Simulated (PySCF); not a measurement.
**Broadened absorption spectrum of C6H6N2O**

C₆H₆N₂O.
Atom-mapped SMILES: `[CH3:1][c:2]1[cH:3][c:4]([CH:5]=[O:6])[cH:7][n:8][n:9]1` (hydrogens: H10, H11, H12 on C1; H13 on C3; H14 on C5; H15 on C7)

Structure used (GFN2-xTB), in Å, numbered top down from 1:
```
atom  x, y, z in Å
C1    -2.5087    0.2456   -0.2662
C2    -1.1218   -0.2304    0.0051
C3    -0.0063    0.5869   -0.2157
C4     1.2436    0.0556    0.0650
C5     2.4765    0.8399   -0.1363
O6     2.5070    1.9687   -0.5466
C7     1.2715   -1.2614    0.5484
N8     0.1784   -1.9686    0.7314
N9    -0.9889   -1.4652    0.4657
H10   -2.7276    1.1247    0.3373
H11   -3.2174   -0.5419   -0.0283
H12   -2.6120    0.5230   -1.3138
H13   -0.1008    1.5958   -0.5903
H14    3.4012    0.2911    0.1282
H15    2.2009   -1.7559    0.7941
```

Theory: TDDFT B3LYP/def2-SVPD, vertical, gas phase, core orbitals frozen in the response (PySCF 2.14.0, density-fitted response routines).

Computed states:

```
state  E (eV)       f
   S1    2.51  0.0010
   S2    3.52  0.0005
   S3    3.74  0.0006
   S4    4.70   0.044
   S5    4.95  0.0001
   S6    5.41  0.0029
   S7    5.54  0.0001
   S8    5.61   0.205
```

Broadening: Gaussians 0.25 eV wide at half height, area fixed by f = 4.319×10⁻⁹ ∫ε dν̃. The width is an assumption, not a result. The curve ends short of the highest state used, and states not computed would add to its high-energy end.

(1) What does the envelope look like, and where are its maxima?

(2) Coming from long wavelengths, where does ε first pass 100 L mol⁻¹ cm⁻¹?

(3) On this curve, what absorbance would a 10⁻⁴ mol/L sample give at 355 nm over a 1 cm path?

(4) Does any computed singlet lie in the visible range?

## Answers

(1) 
| E (eV) | ε (L mol⁻¹ cm⁻¹) |
| --- | --- |
| 2.13 | 0 |
| 2.20 | 1 |
| 2.27 | 8 |
| 2.34 | 29 |
| 2.40 | 61 |
| 2.47 | 98 |
| 2.54 | 100 |
| 2.60 | 73 |
| 2.67 | 33 |
| 2.74 | 10 |
| 2.80 | 2 |
| 2.87 | 0 |
| 2.94 | 0 |
| 3.01 | 0 |
| 3.07 | 0 |
| 3.14 | 0 |
| 3.21 | 1 |
| 3.27 | 3 |
| 3.34 | 11 |
| 3.41 | 29 |
| 3.47 | 47 |
| 3.54 | 61 |
| 3.61 | 66 |
| 3.68 | 70 |
| 3.74 | 69 |
| 3.81 | 52 |
| 3.88 | 27 |
| 3.94 | 11 |
| 4.01 | 3 |
| 4.08 | 0 |
| 4.14 | 0 |
| 4.21 | 0 |
| 4.28 | 2 |
| 4.35 | 23 |
| 4.41 | 126 |
| 4.48 | 598 |
| 4.55 | 1843 |
| 4.61 | 3421 |
| 4.68 | 4702 |
| 4.75 | 4185 |
| 4.81 | 2681 |
| 4.88 | 1068 |
| 4.95 | 280 |
| 5.01 | 66 |

Maxima: 494 nm (2.51 eV), ε about 100, made up of S1 (100%); 335 nm (3.70 eV), ε about 71, made up of S2 (17%) and S3 (83%); 264 nm (4.70 eV), ε about 4800, made up of S4 (100%) (ε in L mol⁻¹ cm⁻¹; maxima over ε = 5, shares over 10%).

(2) At about 500 nm (2.48 eV), 0.03 eV below S1.

(3) 355 nm is 3.493 eV, where ε is about 52 L mol⁻¹ cm⁻¹, so A = ε c l ≈ 0.0052 (Beer–Lambert, with the gas-phase spectrum and the assumed width).

(4) S1 lies in the visible range (380 to 750 nm), at 494 nm, f = 0.0010; light of that wavelength is blue-green, and its complementary colour is red; a Tamm–Dancoff triplet lies at 604 nm, without intensity as long as spin–orbit coupling is left out.

One conformer stands for the species.
